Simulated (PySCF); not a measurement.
An unknown is described by computed data only.

Formula: C4H12S2Si.

| Item | Value |
| --- | --- |
| 13C NMR | chemical shifts (computed TMS as zero) by class: 39.2 (1 C), 35.6 (1 C), 32.9 (1 C), 18.0 (1 C) ppm [GIAO PBE0/pcSseg-1] |
| Polarisability | 123.3 au [PBE0/def2-SVPD] |
| Dipole | 0.59 D [PBE0/def2-SVPD] |
| Rotational structure | rotational constants A, B, C: 4.674, 0.452, 0.426 GHz [GFN2-xTB] |
| UV, first state | lowest singlet excitation: 5.19 eV (239 nm, f = 0.001) [TDDFT PBE0/def2-SVPD] |
| NMR, other nuclei | isotropic shieldings of nuclei other than C and H, by class: 404 (1 Si), 491 (1 S), 684 (1 S) ppm [GIAO PBE0/pcSseg-1] |
| 1H NMR | chemical shifts (computed TMS as zero) by class: 4.59 (3 H), 2.72 (2 H), 2.55 (2 H), 2.49 (2 H), 1.37 (3 H) ppm [GIAO PBE0/pcSseg-1] |
| Triplet | lowest triplet excitation (Tamm–Dancoff): 4.81 eV [TDA PBE0/def2-SVPD] |
| UV, strongest line | among the 6 lowest singlet transitions: S4 at 5.85 eV (212 nm, f = 0.021) [TDDFT PBE0/def2-SVPD] |

Electronic properties: PySCF, gas phase, density fitting. Levels stand in brackets. Isolated species at its GFN2-xTB geometry (one conformer only). Each NMR value is the plain mean over a class of atoms that symmetry, rotation or inversion makes alike.

**Question.** Propose a structure and show how it fits.

**Answer.** Numbering: `[CH3:1][CH2:2][S:3][CH2:4][CH2:5][S:6][SiH3:7]`. Its formula, C4H12S2Si, gives 0 degrees of unsaturation, so no ring and no π bond. 4 carbons fall into 4 classes; from least to most shielded: sp3 carbon bound to sulfur [C4] (39.2 ppm), sp3 carbon bound to sulfur [C2] (35.6 ppm), sp3 carbon bound to sulfur [C5] (32.9 ppm), methyl carbon [C1] (18.0 ppm). Hydrogen classes from least to most shielded: 3 H on an SiH3 silicon, Si7 (4.59 ppm), 2 H on an sp3 carbon bound to sulfur, C4 (2.72 ppm, a mean of values up to 0.8 ppm apart in this geometry), 2 H on an sp3 carbon bound to sulfur, C2 (2.55 ppm), 2 H on an sp3 carbon bound to sulfur, C5 (2.49 ppm), 3 H on a methyl carbon, C1 (1.37 ppm). The other shieldings belong to: 404 ppm, SiH3 silicon [Si7]; 491 ppm, sulfide sulfur [S3]; 684 ppm, sulfur bonded to C and Si [S6]. The optimised geometry has point group C1 and is an asymmetric top. Structure: `CCSCCS[SiH3]`. Computed isomers that give other values at the same levels: `CS[Si](C)(C)SC` (13C chemical shifts (computed TMS as zero) by class: 13.0 (2 C), 1.1 (2 C) ppm). The assignments are read from this structure; whether some other isomer fits the data as well wasn't checked.

Shape of the structure used: `[CH3:1][CH2:2][S:3][CH2:4][CH2:5][S:6][SiH3:7]`: C1–C2–S3–C4 73°, C2–S3–C4–C5 172°, S3–C4–C5–S6 180°, C4–C5–S6–Si7 -179°.
